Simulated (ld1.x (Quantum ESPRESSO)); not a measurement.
# In (Z = 49), TM: configuration errors across variants

ld1.x (Quantum ESPRESSO) 7.5 input, shortened:

```
&input
   title='In', zed=49., rel=1, dft='BLYP', iswitch=3,
   config='[Kr] 4d10 5s2 5p1'
 /
 &inputp
   pseudotype=2, tm=.true., lloc=-1, rcloc=1.80,
   nlcc=.true., new_core_ps=.true.
 /
3
5S  1  0   2.00   0.00  2.25  2.25  0.0
5P  2  1   1.00   0.00  2.70  2.70  0.0
4D  3  2  10.00   0.00  1.45  1.45  0.0
 &test
   configts(1)='4d10 5s2 5p1'
 /
```

All-electron excitation energies from the reference (eV): (1) 4d10 5s2 5p0 5.357; (2) 4d10 5s1 5p0 24.680; (3) 4d10 5s0 5p0 53.217; (4) 4d10 5s1 5p2 5.867; (5) 4d10 5s2 5p0.5 1.923; (6) 4d10 5s2 5p1.3 -0.512.

Tests that are not counted but printed errors over 1 eV. “base”: 4d9 5s2 5p2 (solver errors, printed error -16.3 eV). “all radii but the core radius scaled by about 0.78 (s 1.76, p 2.10, d 1.12 bohr); local potential all-electron potential smoothed inside 1.40 bohr (lloc = -1)”: 4d9 5s2 5p2 (solver errors, printed error -13.4 eV).

A true bound ghost makes a file unfit for plane-wave use even where its test errors are small: the radial tests pick states by their node count and pass the ghost by. Where a test does run into it, the solver fails or the error is huge.

Errors AE − PS in meV (a dash: test not solved or not reliable):

| change | (1) | (2) | (3) | (4) | (5) | (6) | bound ghosts |
| --- | --- | --- | --- | --- | --- | --- | --- |
| base | -3.1 | -21 | -55 | -1.6 | -0.6 | +0.2 | s |
| all radii but the core radius scaled by about 0.78 (s 1.76, p 2.10, d 1.12 bohr); local potential all-electron potential smoothed inside 1.40 bohr (lloc = -1) | -2.0 | -13 | -47 | -3.2 | -0.7 | +0.1 | s, p |
| all radii but the core radius scaled by about 1.13 (s 2.56, p 3.06, d 1.64 bohr); local potential all-electron potential smoothed inside 2.04 bohr (lloc = -1) | -0.8 | -1.2 | -72 | 0.0 | -0.2 | +0.2 | none |
| all radii but the core radius scaled by about 1.27 (s 2.86, p 3.44, d 1.84 bohr); local potential all-electron potential smoothed inside 2.28 bohr (lloc = -1) | -2.4 | -20 | -138 | -2.0 | -0.4 | +0.2 | none |
| all radii but the core radius scaled by about 1.35 (s 3.04, p 3.64, d 1.96 bohr); local potential all-electron potential smoothed inside 2.44 bohr (lloc = -1) | -3.0 | -28 | -186 | -3.8 | -0.5 | +0.2 | none |

Question: Give the same row for: all radii but the core radius scaled by about 0.90 (s 2.02, p 2.44, d 1.30 bohr); local potential all-electron potential smoothed inside 1.62 bohr (lloc = -1).

Answer: -2.3, -16, -54, -0.8, -0.4, +0.2; bound ghosts: s.
